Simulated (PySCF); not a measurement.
PbI, SMILES [Pb][I] (connectivity only; charge and spin as stated), neutral, multiplicity 2. Coordinates come from a B3LYP-D3(BJ)/def2-TZVP optimisation. The spin state was assumed, not searched. The def2 effective core potentials stand for the cores of I, Pb; spin–orbit coupling is left out.

The numbers are results of B3LYP-D3(BJ)/def2-TZVP (PySCF), not measurements.

Harmonic wavenumbers (cm⁻¹): 159. Rotational constants (GHz): 0.8011 (linear); symmetry number 1.

Q: Work out the zero-point energy and the ideal-gas rigid-rotor harmonic-oscillator thermochemistry at 298.15 K and 1 atm.

A: ZPE = ½ Σ hcν = ½ × 159 cm⁻¹ = 0.95 kJ/mol. H − E(el) = 11.28 kJ/mol. Entropy in J/(mol K): translation 181.22, rotation 82.78, vibration 10.70, spin 5.76, total 280.47. G − E(el) = -72.34 kJ/mol. Cp = 37.02 J/(mol K).
